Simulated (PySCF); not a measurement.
Computed shifts of a molecule C4H13NSi, PBE/pcSseg-1 run with PySCF, GIAO, gas phase, atoms alike by connectivity averaged where their shifts nearly agree, in ppm (number of nuclei): ¹³C: 54.0 (1), 50.7 (1), 49.3 (1), -7.0 (1). ²⁹Si: -40.5 (1). ¹⁵N: 44.6 (1). ¹H: 4.56 (2), 2.41 (6), 2.30 (1), 1.95 (1), 0.39 (3). References: ¹³C against TMS (σ = 182.0 ppm); ²⁹Si against TMS (σ = 335.4 ppm); ¹⁵N against NH3 (σ = 267.0 ppm); ¹H against TMS (σ = 31.49 ppm), references at their B3LYP-D3(BJ)/def2-TZVP geometries, non-relativistic. The structure is a stationary point at PBE0-D3(BJ)/def2-SVP. The values are those of a single conformer.

Question: Which structure fits?
A. CC[C@H](C)[SiH2]N
B. C[SiH2]C(C)(C)N
C. C[SiH2]CN(C)C
D. CC[SiH](N)CC

Answer: C, C[SiH2]CN(C)C
